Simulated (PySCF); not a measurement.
# In⁴⁵⁺ (indium, charge +45) across methods

[He] 2s2, closed-shell 1S. All numbers are calculated (PySCF 2.14, scalar relativity by spin-free X2C-1e, in an uncontracted even-tempered set (19 s from 22 bohr⁻², ratio 2.2; 8 p from 33 bohr⁻², ratio 2.4; 5 d from 99 bohr⁻², ratio 2.4; 5 f from 150 bohr⁻², ratio 2.4; 4 g from 220 bohr⁻², ratio 2.4)).

```tsv
method	E (hartree)	mean ε 1s (eV)	mean ε 2s (eV)	Σ⟨r²⟩ (bohr²)	⟨S²⟩
PBE0	-3027.65	-32083.8	-7699.6	0.03639	0.000
revPBE	-3028.14	-31999.0	-7681.4	0.03638	0.000
UHF	-3027.57654	-32343.6	-7754.8	0.03640	0.000
TPSS	-3028.07	-32021.5	-7684.3	0.03637	0.000
LDA	-3022.96	-31954.9	-7672.3	0.03643	0.000
PBE	-3027.65	-31997.1	-7680.7	0.03639	0.000
```

(1) Estimate the same row for r2SCAN.

Answers

(1) E (hartree) = -3027.62; mean ε 1s (eV) = -32034.7; mean ε 2s (eV) = -7685.3; Σ⟨r²⟩ (bohr²) = 0.03640; ⟨S²⟩ = 0.000.
